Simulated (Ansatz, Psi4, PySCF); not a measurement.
C₃H₇O, charge -1, singlet, geometry from GFN2-xTB (in this run its highest filled SCF level lies above zero, so its values depend strongly on the basis, on diffuse functions most of all). Base run: CCSD(T)/STO-3G run with PySCF.

Input for PySCF:
```python
from pyscf import gto, scf, cc

mol = gto.Mole()
mol.atom = '''
    O     0.27524919   -0.58420743   -0.62303532
    C     0.09401883    0.90333784   -0.29403238
    C     1.02460482   -1.20359562    0.34229042
    C    -1.27934567    1.02284955    0.39588235
    H    -0.06509560    1.31189351   -1.33559503
    H     1.24877528   -2.23160334    0.01033964
    H     1.98223373   -0.68204747    0.53292018
    H     0.50182452   -1.27623020    1.31766778
    H    -2.14125770    0.55895431   -0.13156786
    H    -1.24810032    0.57100939    1.39663175
    H    -1.51604143    2.08613261    0.52904382
'''
mol.basis = 'sto-3g'
mol.charge = -1
mol.verbose = 4
mol.build()

mf = scf.RHF(mol)
mf.kernel()

mycc = cc.CCSD(mf)
mycc.kernel()
et = mycc.ccsd_t()
print('E(CCSD(T)) = %.10f' % (mycc.e_tot + et))
```

The same geometry, method and basis name were run in Ansatz (a first-principles code) and Psi4 and PySCF, at each program's defaults and at the settings that a row names. The base is PySCF at its defaults. Differences at the defaults can come from grids, fitting, cores and function types together.

```json
[
 {"code and settings": "PySCF, defaults (exact integrals, spherical functions, all electrons correlated)", "ΔE vs base (µEh)": "0.0", "basis functions": "27", "E (Eh)": "-190.10931", "SCF cycles": "9"},
 {"code and settings": "Psi4, defaults (exact integrals, spherical functions, all electrons correlated)", "ΔE vs base (µEh)": "-0.2", "basis functions": "27", "E (Eh)": "-190.10931", "SCF cycles": "11"},
 {"code and settings": "Ansatz, defaults (factorised integrals, spherical functions, frozen core)", "ΔE vs base (µEh)": "1228", "basis functions": "27", "E (Eh)": "-190.10809", "SCF cycles": "-"},
 {"code and settings": "PySCF, frozen core", "ΔE vs base (µEh)": "1210", "basis functions": "27", "E (Eh)": "-190.10810", "SCF cycles": "9"},
 {"code and settings": "Psi4, exact integrals, spherical functions, frozen core", "ΔE vs base (µEh)": "1210", "basis functions": "27", "E (Eh)": "-190.10810", "SCF cycles": "11"},
 {"code and settings": "Ansatz, high accuracy, frozen core", "ΔE vs base (µEh)": "1210", "basis functions": "27", "E (Eh)": "-190.10810", "SCF cycles": "-"}
]
```
